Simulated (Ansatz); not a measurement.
Gas-phase reaction (SMILES): CCCC=O -> [CH2]CCC=O + H atom; the C-H bond at the site shown breaks (other sites are not compared here).

Each molecule is optimised on its own at B3LYP-D3(BJ)/def2-TZVP (Ansatz, a quantum-chemistry and plane-wave program), one conformer each, not searched for the lowest. Correlated levels leave the core frozen unless marked. UHF or UKS for open shells. Spin-orbit coupling is left out. No relativistic terms. CBS(X,Y): correlation extrapolated as X^-3; Hartree-Fock from the larger set. [CCSD(T)-MP2]/basis is that difference in the basis named. Thermal terms are rigid-rotor harmonic-oscillator values from B3LYP-D3(BJ) frequencies (Ansatz) at 298.15 K and 1 atm. 1 Eh = 627.5095 kcal/mol. Atoms have translation alone. Electronic entropy comes from spin alone.

| species | E, RI-MP2/CBS(cc-pVTZ,cc-pVQZ)+[CCSD(T)-MP2]/cc-pVTZ (Ansatz) (Eh) | E, wB97X-V/def2-TZVPD (Ansatz) (Eh) | H - E (Eh) | G - E (Eh) |
|---|---|---|---|---|
| CCCC=O | -232.18638 | -232.47738 | 0.11975 | 0.08296 |
| [CH2]CCC=O | -231.51141 | -231.80418 | 0.10501 | 0.06675 |
| H atom | -0.49995 | -0.50049 | 0.00236 | -0.01065 |

Q: Work out ΔE and ΔH, ΔG, ΔS and the equilibrium constant at 298.15 K at the first level, then ΔH at the second.

A: 
1. ΔE = [(-231.51141) + (-0.49995)] - [(-232.18638)] = 0.17502 Eh = 109.8 kcal/mol at RI-MP2/CBS(cc-pVTZ,cc-pVQZ)+[CCSD(T)-MP2]/cc-pVTZ.
2. The terms H - E add up to -0.01238 Eh, so ΔH = (0.17502 + (-0.01238))×627.5095 = 102.1 kcal/mol.
3. The terms G - E add up to -0.02686 Eh, so ΔG = 93.0 kcal/mol, and ΔS = (-0.01238 - (-0.02686))×627509.5/298.15 = 30.5 cal/(mol K).
4. log10 K = -ΔG/(RT ln 10) = -68.2, with RT ln 10 = 1.3642 kcal/mol.
5. With ΔH and ΔS taken as constant, ΔG changes sign near ΔH/ΔS = 3350 K, a rough figure that leaves out heat capacities.
6. At wB97X-V/def2-TZVPD the same steps give ΔE = 108.4 and ΔH = 100.6 kcal/mol, a shift of -1.5 from the first level.
7. These values are not checked against measurement here, since the tables used lack a sound gas-phase enthalpy of formation for at least one species.
